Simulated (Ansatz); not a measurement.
Ideal-gas functions of titanium tetrachloride, Cl4Ti at 500 K and 1 bar, from an Ansatz frequency run at PBE0-D4/def2-TZVP.

Molar mass 189.68 g/mol, point group Td (symmetry number 12), electronic degeneracy 1, moments of inertia 441.85, 441.873, 441.9 u Å². Harmonic wavenumbers (cm⁻¹, unscaled): 114, 114, 135, 135, 135, 395, 511, 511, 511.

Use S(trans) = R[1.5 ln M + 2.5 ln T − 1.1517]; rotational temperatures θ = 24.2544 K / I; S(rot) = R[ln(√π/σ · √(T³/θAθBθC)) + 1.5]; for each mode x = 1.438777 ν̃/T, S = R[x/(eˣ − 1) − ln(1 − e⁻ˣ)] and H = RT x/(eˣ − 1); 1 cm⁻¹ = 0.0119627 kJ/mol; R = 8.31446 J/(mol·K).

**Question.** By hand: the entropy, in J/(mol·K).

**Answer.** Translation 185.0. Rotation: θ = 0.0549, 0.0549, 0.0549 K, giving 110.3. Vibration, mode by mode: 17.62, 17.62, 16.23, 16.23, 16.23, 7.68, 5.82, 5.82, 5.82, in all 109.1. Electronic 0.0. Sum 404.4 J/(mol·K).

**Question.** By hand: H − E and G − E in kJ/mol, counted from the electronic energy.

**Answer.** Zero-point energy ½ × 2561 × 0.0119627 = 15.3; thermal vibration 24.9; translation, rotation and pV give 4 RT = 16.6. H − E = 56.8 kJ/mol, and G − E = 56.8 − 500 × 404.4/1000 = -145.4 kJ/mol.

Vibration gives 27 % of the entropy, 83.9 J/(mol·K) of it from the modes under 150 cm⁻¹: soft modes count most, and the harmonic formula is weakest for them.
